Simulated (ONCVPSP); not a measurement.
# Which setting gave this result? (Rh, ONCV)

Base potential:

| Property | Result |
| --- | --- |
| Element | rhodium |
| Generator | ONCVPSP 4.0.1 |
| Type | optimised norm-conserving Vanderbilt (ONCV) |
| Functional | LDA (Perdew-Wang 92) |
| Relativity | scalar-relativistic |
| Frozen core | [Ar] 3d10 |
| Valence charge | 17 |
| Reference configuration | 4s2 4p6 4d7 5s2 |
| Partial waves | 4s+5s: rc 1.60 bohr, ncon 4, nbas 7, qcut 9.7 1/bohr, 2 projectors; 4p: rc 1.50 bohr, ncon 4, nbas 7, qcut 9.6 1/bohr, 2 projectors, debl 3.6 Ha; 4d: rc 1.50 bohr, ncon 4, nbas 8, qcut 11.2 1/bohr, local |
| Local potential | the d channel |
| Core correction | Teter function, fcfact 5.25, rcfact 1.65 |

Cutoffs, loose and tight: the cutoffs (Ha) at which the residual kinetic energy of the hardest occupied pseudo-wave falls to 1 and 0.1 mHa per electron. They do not see the model core or the augmentation charge, which bear on the density cutoff. Test errors are all-electron minus pseudo excitation energies from the reference, over the configurations 4s2 4p6 4d8 5s1; 4s2 4p6 4d8 5s0; 4s2 4p6 4d7 5s0; 4s2 4p6 4d7 5s1 5p1; variants that change the core or the reference have their own tests.

Only the scale of all radii but the core radius (base = 1) is moved (1 further runs of the sweep failed or gave no value and are left out):

```json
{"scale of all radii but the core radius (base = 1)": "0.88", "cutoff, loose": "34 Ha", "cutoff, tight": "41 Ha", "bound ghosts": "none", "largest test error (meV)": "-5.5", "median size of the test errors": "3.7 meV"}
{"scale of all radii but the core radius (base = 1)": "0.95", "cutoff, loose": "31 Ha", "cutoff, tight": "39 Ha", "bound ghosts": "none", "largest test error (meV)": "-6.1", "median size of the test errors": "4.1 meV"}
{"scale of all radii but the core radius (base = 1)": "1.01", "cutoff, loose": "31 Ha", "cutoff, tight": "39 Ha", "bound ghosts": "none", "largest test error (meV)": "-6.6", "median size of the test errors": "4.4 meV"}
{"scale of all radii but the core radius (base = 1)": "1.1", "cutoff, loose": "31 Ha", "cutoff, tight": "38 Ha", "bound ghosts": "none", "largest test error (meV)": "-7.6", "median size of the test errors": "5.1 meV"}
{"scale of all radii but the core radius (base = 1)": "1.23", "cutoff, loose": "26 Ha", "cutoff, tight": "31 Ha", "bound ghosts": "none", "largest test error (meV)": "-10", "median size of the test errors": "7.0 meV"}
{"scale of all radii but the core radius (base = 1)": "1.3", "cutoff, loose": "26 Ha", "cutoff, tight": "31 Ha", "bound ghosts": "none", "largest test error (meV)": "-12", "median size of the test errors": "8.1 meV"}
```

Q: One more run gave cutoff, loose: 30 Ha; cutoff, tight: 36 Ha; bound ghosts: none; largest test error (meV): -9.1; median size of the test errors: 6.0 meV. Which value of the scale of all radii but the core radius (base = 1) was used?

A: 1.16. The median size of the test errors moves one way along this sweep, from 3.7 meV at 0.88 to 8.1 meV at 1.3, which places the run between 1.1 and 1.23.
